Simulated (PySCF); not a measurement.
**Ne²⁺ (neon, charge +2) across methods**

[He] 2s2 2p4, high-spin 3P determinant. Computed with PySCF 2.14 in def2-QZVPPD (8s5p4d2f1g, 66 functions), with no relativity, point nucleus. The B2PLYP total includes its PT2 part (frozen core); its orbital energies are those of the SCF part.

```json
{"method": "B97-3", "E (hartree)": "-126.6435", "mean ε 2s β (eV)": "-78.545", "mean ε 2p α (eV)": "-60.513", "mean ε 2p β (eV)": "-55.976", "Σ⟨r²⟩ (bohr²)": "4.985", "⟨S²⟩": "2.002"}
{"method": "B2PLYP", "E (hartree)": "-126.6325", "mean ε 2s β (eV)": "-81.333", "mean ε 2p α (eV)": "-64.023", "mean ε 2p β (eV)": "-59.047", "Σ⟨r²⟩ (bohr²)": "4.989", "⟨S²⟩": "2.002"}
{"method": "PBE0", "E (hartree)": "-126.5762", "mean ε 2s β (eV)": "-78.019", "mean ε 2p α (eV)": "-60.352", "mean ε 2p β (eV)": "-55.765", "Σ⟨r²⟩ (bohr²)": "4.999", "⟨S²⟩": "2.002"}
{"method": "UHF", "E (hartree)": "-126.38095", "mean ε 2s β (eV)": "-86.435", "mean ε 2p α (eV)": "-70.118", "mean ε 2p β (eV)": "-64.144", "Σ⟨r²⟩ (bohr²)": "4.956", "⟨S²⟩": "2.004"}
{"method": "PBE", "E (hartree)": "-126.5581", "mean ε 2s β (eV)": "-74.687", "mean ε 2p α (eV)": "-56.805", "mean ε 2p β (eV)": "-52.562", "Σ⟨r²⟩ (bohr²)": "5.026", "⟨S²⟩": "2.001"}
{"method": "r2SCAN", "E (hartree)": "-126.6328", "mean ε 2s β (eV)": "-75.333", "mean ε 2p α (eV)": "-58.075", "mean ε 2p β (eV)": "-53.416", "Σ⟨r²⟩ (bohr²)": "4.983", "⟨S²⟩": "2.002"}
{"method": "TPSSh", "E (hartree)": "-126.6810", "mean ε 2s β (eV)": "-76.548", "mean ε 2p α (eV)": "-58.517", "mean ε 2p β (eV)": "-54.452", "Σ⟨r²⟩ (bohr²)": "4.994", "⟨S²⟩": "2.002"}
{"method": "LDA", "E (hartree)": "-125.8944", "mean ε 2s β (eV)": "-74.655", "mean ε 2p α (eV)": "-56.894", "mean ε 2p β (eV)": "-52.157", "Σ⟨r²⟩ (bohr²)": "5.047", "⟨S²⟩": "2.001"}
```

Task: Estimate the same row for PBEsol.

Result: E (hartree) = -126.2201; mean ε 2s β (eV) = -74.492; mean ε 2p α (eV) = -56.704; mean ε 2p β (eV) = -52.191; Σ⟨r²⟩ (bohr²) = 5.033; ⟨S²⟩ = 2.001.
